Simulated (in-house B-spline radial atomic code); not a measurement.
Configurations of neutral titanium, with energies counted from [Ar] 3d2 4s2. Level of theory: non-relativistic PBE0, spin-polarised, spherical fractional occupations, point nucleus; calculated with a radial B-spline atomic code at the basis-set limit. Shells without spins written out take the highest spin.

Caution: exact exchange at fractional occupations of open shells leaves self-interaction of up to several eV.

Occupations are held fixed; configurations that lie above the ionisation limit could autoionise.

| configuration | E - E(ref) (eV) | highest orbital | its <r> (bohr) |
| --- | --- | --- | --- |
| [Ar] 3d(1 up, 1 down) 4s2 | 1.4664 | 3d up | 1.675 |
| [Ar] 3d2 4s1 5p1 | 4.9313 | 5p up | 11.61 |
| [Ar] 3d2 4s1 4d1 | 5.1334 | 4d up | 10.54 |
| [Ar] 3d(0 up, 2 down) 4s(1 up, 0 down) 4d(0 up, 1 down) | 5.799 | 4d down | 10.67 |
| [Ar] 3d(1 up, 1 down) 4s(0 up, 1 down) 5s(1 up, 0 down) | 6.064 | 5s up | 9.067 |
| [Ar] 3d1 4s2 5p1 | 7.9921 | 5p up | 11.03 |
| [Ar] 3d1 4s2 5f1 | 9.1747 | 5f up | 30.64 |

(1) Order these further configurations by energy, lowest first.
A. [Ar] 3d3 4s1
B. [Ar] 3d1 4s2 4d1
C. [Ar] 3d(1 up, 0 down) 4s2 4p(1 up, 0 down)
D. [Ar] 3d(1 up, 0 down) 4s2 4f(0 up, 1 down)
E. [Ar] 3d2 4s1 4p1

(2) How far above the reference does [Ar] 3d2 4s1 4f1 lie?

(3) How far above the reference does [Ne] 3s2 3p5 3d2 4s2 4p1 lie?

(4) Is the reference the lowest configuration at this level of theory?

## Answers

(1) A (-0.43358 eV), E (2.2811 eV), C (4.8468 eV), B (8.2078 eV), D (8.9279 eV).

(2) 5.792 eV; its least bound orbital is 4f up with <r> = 18.15 bohr.

(3) 41.016 eV; its least bound orbital is 4p up with <r> = 4.086 bohr.

(4) No: [Ar] 3d3 4s1 lies 0.4336 eV lower with this functional.
